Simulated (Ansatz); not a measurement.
A made-up structure of BH3SeO, singlet:

```xyz
6
angstrom
B -0.9213 -0.0597 -0.6031
Se 0.4785 -1.0523 0.1533
O 1.2395 0.0973 1.3175
H 1.0938 -0.1146 2.2528
H -1.1040 1.0774 -0.3061
H 1.8910 0.6070 0.8250
```

It is relaxed with PBE-D4/def2-SVP and then PBE0-D4/def2-TZVP (Ansatz 0.2.0). Atoms count as bonded within 1.22 times the sum of their covalent radii (H–H: 0.88 Å). The end point is not checked to be a true minimum.

Question: Does its bonding change? (A judgement: the text doesn't fix the answer.)

Answer: The calculation gives: Yes. Formed: none; broken: Se2–O3.

Where it ends: The first stage lowers the energy by 4.05 eV in 20 steps. It ends as a complex of BHSe ([BH][Se]) + H₂O:
```
6
angstrom
B -0.5717 0.0328 -0.2456
Se -0.3976 -1.6780 -0.5076
O 1.2149 0.6017 1.6346
H 1.1707 -0.3557 1.7215
H -0.7953 1.1830 -0.1661
H 2.0564 0.7714 1.2025
```

Labels in which every atom is bracketed show which atoms are joined, not bond orders.

For scale, one of the runs: PBE0-D4/def2-TZVP relaxation, 128 basis functions, launched by `ansatz run in.yaml --threads 2 --pin off --events-out ev --progress --plain --max-ram 4352MiB`. Hardware: 2 CPU threads of an Arm Neoverse V1, shared host. Wall time about 110 s.
